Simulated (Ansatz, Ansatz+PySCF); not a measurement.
```yaml
atoms:
  - { symbol: H, position_ang: [0.0000, 0.0000, -1.2138] }
  - { symbol: Cl, position_ang: [0.0000, 0.0000, 0.0714] }
```

Basis set: def2-SVP (spherical functions). Left uncorrelated: 5 orbitals. Charge 0, multiplicity 1.

Computed with Ansatz (development build ahead of 0.2.0); each method stands on the lowest determinant of its kind that the runs found. Restricted open shells among the atoms or ions are ROHF, correlated in semicanonical orbitals with singles. Restricted functionals stand beside restricted open-shell atoms, which can lie above the unrestricted atoms usual in DFT and then raise those values.

Q: Give the atomization energy at this shape (free ground-state atoms in the same class of orbitals less the molecule, no zero-point energy) of singlet HCl by ωB97X (restricted), ωB97X (unrestricted), r²SCAN (unrestricted), r²SCAN (restricted), PBE0 (unrestricted), PBE0 (restricted), PBE (unrestricted), PBE (restricted), RHF-CCSD(T), RHF-MP2, RHF, UHF.

A:

| method | atomization energy |
| --- | --- |
| ωB97X (restricted) | 4.51 eV |
| ωB97X (unrestricted) | 4.47 eV |
| r²SCAN (unrestricted) | 4.51 eV |
| r²SCAN (restricted) | 4.56 eV |
| PBE0 (unrestricted) | 4.44 eV |
| PBE0 (restricted) | 4.48 eV |
| PBE (unrestricted) | 4.50 eV |
| PBE (restricted) | 4.53 eV |
| RHF-CCSD(T) | 4.27 eV |
| RHF-MP2 | 4.22 eV |
| RHF | 3.36 eV |
| UHF | 3.25 eV |
